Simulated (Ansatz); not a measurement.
Reaction (homolysis of the Ge–Se bond): `[CH3][GeH2][SeH]` → `[CH3][GeH2]`• + `[SeH]`•

Calculated with Ansatz (gas phase, PBE0-D4/def2-TZVP geometries, no zero-point term in ΔE). CCSD(T)/CBS is the MP2 limit (def2-TZVPP, def2-QZVPP) plus CCSD(T) − MP2 in def2-TZVPP, frozen cores. Functionals use def2-TZVPP. B3LYP here is the variant with VWN-RPA as its local correlation; programs differ in this. No spin–orbit coupling; open shells (•) take unrestricted orbitals. For Ge, Se outer-core shells are correlated without core-valence functions, which leaves a few kJ/mol of doubt a bond. Scalar relativity is left out up to krypton. One conformer a species, not always the lowest.

`[CH3][GeH2][SeH]`:

Cartesian coordinates in Å:
```
C -0.625 0.021 1.104
Ge 0.030 -0.548 -0.641
Se 0.869 1.293 -1.863
H 0.190 0.447 1.690
H -1.400 0.778 0.978
H -1.040 -0.831 1.645
H -1.103 -1.093 -1.526
H 1.136 -1.609 -0.496
H 1.943 1.542 -0.892
```

`[CH3][GeH2]`•:

```xyz
7

C    -0.699   -0.078    0.501
Ge    1.084    0.239   -0.248
H    -1.101    0.843    0.922
H    -0.650   -0.834    1.284
H    -1.371   -0.429   -0.286
H     1.045    1.322   -1.351
H     1.691   -1.062   -0.822
```

`[SeH]`•:

Cartesian coordinates in Å:
```
Se -0.664 -0.273 0.162
H 0.664 0.273 -0.162
```

Problem. What is ΔE at CCSD(T)/CBS? (An estimate is asked.)

Solution. Computed: +79.2 kcal/mol.

Problem. What do these levels give: revPBE-D4, BLYP-D4, B3LYP-D4, ωB97X-V, revPBE, BLYP? (Best estimate.)

Solution. Ansatz gave: revPBE-D4 73.6, BLYP-D4 72.5, B3LYP-D4 73.4, ωB97X-V 77.3, revPBE 69.8, BLYP 68.8 kcal/mol.

Largest T1 diagnostic among the species: 0.011.

The D4 term adds +3.0 kcal/mol with B3LYP and +1.6 kcal/mol with PBE0; it sums over pairs of atoms, weighted by their polarisabilities, and B3LYP, whose exchange is more repulsive, gets the larger term. At CCSD(T), def2-SVP lies −9.0 kcal/mol from the extrapolated value and def2-TZVPP −3.2 kcal/mol: correlation converges slowly with the basis, and small sets miss more of it in the bonded molecule than in its fragments.
